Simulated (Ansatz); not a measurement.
Consider the cleavage of the Sn–Si bond: `[SiH3][SnH]([Cl])[Cl]` + HCl → `[Cl][SnH]([Cl])[Cl]` + SiH₄.

Program: Ansatz. Geometries: PBE0-D4/def2-TZVP. ΔE: electronic, gas phase. CBS: MP2 limit from def2 TZ/QZ plus the TZ coupled-cluster correction, frozen cores. This one scheme is used for every species. DFT in def2-TZVPP. B3LYP here is the variant with VWN-RPA as its local correlation; programs differ in this. HSE06 is defined as in plane-wave codes. Elements past krypton have def2 core potentials. For Sn outer-core shells are correlated without core-valence functions, which leaves a few kJ/mol of doubt a bond.

```tsv
level	ΔE (kJ/mol)	difference from CCSD(T)/CBS
LDA (SPW92)	-35.4	14.2
PBE-D4	-39.9	9.7
revPBE-D4	-42.6	7.0
BLYP-D4	-48.3	1.3
r2SCAN-D4	-50.0	-0.4
B97M-V	-58.3	-8.7
PBE0-D4	-42.6	7.0
B3LYP-D4	-49.4	0.2
r2SCANh-D4	-49.7	-0.1
HSE06-D4	-42.6	7.0
BHLYP-D4	-54.1	-4.5
CAM-B3LYP-D4	-52.1	-2.5
ωB97X-V	-52.4	-2.8
ωB97M-V	-52.0	-2.4
B2PLYP	-53.3	-3.7
PBE	-41.5	8.1
revPBE	-43.0	6.6
BLYP	-50.5	-0.9
r2SCAN	-50.7	-1.1
PBE0	-44.2	5.4
B3LYP	-51.8	-2.2
r2SCANh	-50.4	-0.8
r2SCAN0	-50.1	-0.5
HSE06	-44.3	5.3
BHLYP	-57.4	-7.8
CAM-B3LYP	-54.0	-4.4
LC-ωPBE	-48.3	1.3
RPA@PBE/def2-TZVPP	-49.2	0.4
HF/def2-SVP	-65.7	-16.1
CCSD/def2-SVP	-56.0	-6.4
CCSD(T)/def2-SVP	-55.4	-5.8
MP2/def2-TZVPP	-51.1	-1.5
SCS-MP2/def2-TZVPP	-54.9	-5.3
CCSD/def2-TZVPP	-49.1	0.5
CCSD(T)/def2-TZVPP	-48.6	1.0
HF/def2-QZVPP	-70.6	-21.0
MP2/def2-QZVPP	-52.2	-2.6
HF/CBS(def2)	-70.8	-21.2
MP2/CBS(def2)	-52.1	-2.5
CCSD/CBS(def2)	-50.0	-0.4
CCSD(T)/CBS	-49.6	0
```

Largest T1 diagnostic among the species: 0.012.

From BLYP to BHLYP (50 % exact exchange), in def2-TZVPP and without D4, ΔE moves by −6.9 kJ/mol. Leaving LDA and LC-ωPBE aside and taking each functional with its dispersion term where it has one, the values spread over 18.4 kJ/mol, from B97M-V to PBE-D4. LDA lies +6.1 kJ/mol from PBE without D4.
